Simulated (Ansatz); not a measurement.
System: sum formula HSiO, net charge 1, singlet state. 
Structure (B3LYP-D3(BJ)/def2-TZVP (Ansatz, a quantum-chemistry and plane-wave program) minimum search):
```
Si
O 1 1.4891
H 1 1.4811 2 180.00
```
Charge +1, spin multiplicity 1.

Basis-set convergence of Hartree-Fock and CCSD correlation energies (hartree) with Ansatz. Cores are frozen in the correlated levels unless marked. Spin-orbit coupling is left out. Non-relativistic.

The T1 diagnostic of CCSD in the largest basis is 0.029, which is high, so the coupled-cluster rows are less sure than usual.

```csv
basis,functions,E(HF),"E(corr, CCSD)"
def2-SVPD,55,-363.85016,-0.29204
def2-TZVPPD,105,-364.04888,-0.34137
def2-QZVPPD,175,-364.06085,-0.36129
```

Extrapolating the two largest sets (X = 3 and 4) as X^-3: E(corr) = (64·(-0.36129) - 27·(-0.34137))/37 = -0.3758 Eh, an estimate of the basis-set limit. The largest set recovers 96.1 % of it, the smallest 77.7 %.
